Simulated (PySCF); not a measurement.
## Telling isomers of C6H8O2 apart by NMR

- couplings computed with B3LYP/pcJ-1 (spin–dipole term left out of most H,H and C,H couplings)
- shielding tensors at PBE0/pcSseg-1 (GIAO)
- PBE0-D3(BJ)/def2-SVP geometry
- program: PySCF
- one averaged value for each set of equivalent atoms, no solvent, single conformer, non-relativistic

Chemical shifts δ = σref − σ; TMS for 1H (σ = 31.27 ppm), 13C (σ = 184.41 ppm), all at this level. Multiplet labels drop J under 1 Hz and among equivalent protons, and merge close values. Unscaled 3J(H,H) run several per cent high. Shifts are as computed. Against solution values, carbons near 30 ppm lie about +2 ppm off and those near 130 ppm about +5 ppm. Of 1309 compounds with measured shifts, 239 miss one by over three times the rms of a fit or turn the order of signals round; such compounds aren't used in these exercises.

(1) Tabulate the signals of `O=C1CCC(=O)CC1`, `COCc1ccoc1` and their relative energies.

(2) What is the quickest way to tell O=C1CCC(=O)CC1 from COCc1ccoc1?

## Answers

(1) 
| SMILES | carbon types | δC | δH | E rel. (kcal/mol) |
| --- | --- | --- | --- | --- |
| O=C1CCC(=O)CC1 | 2×C 4×CH2 | 210.9, 38.2 | 2.42 (s, 8H) | 0.0 |
| COCc1ccoc1 | 1×C 3×CH 1×CH2 1×CH3 | 147.7, 144.6, 128.9, 116.7, 66.3, 56.0 | 7.41 (dd, 1H), 7.26 (q, 1H), 6.71 (d, 1H), 4.33 (d, 2H), 3.05 (s, 3H) | 32.0 |

Energies are electronic energies at PBE0/pcSseg-1 on these geometries, without zero-point or thermal terms, each for the one conformer computed, which needn't be the lowest.

(2) Count the carbon signals: 2 against 6. The first has a ketone carbonyl carbon (C) at 210.9 ppm, the second an aromatic CH next to the ring oxygen at 147.7 ppm. In the proton spectra the most deshielded non-exchanging signals are 2.42 (s, 8H) and 7.41 (dd, J = 2.2, 1.4 Hz, 1H).
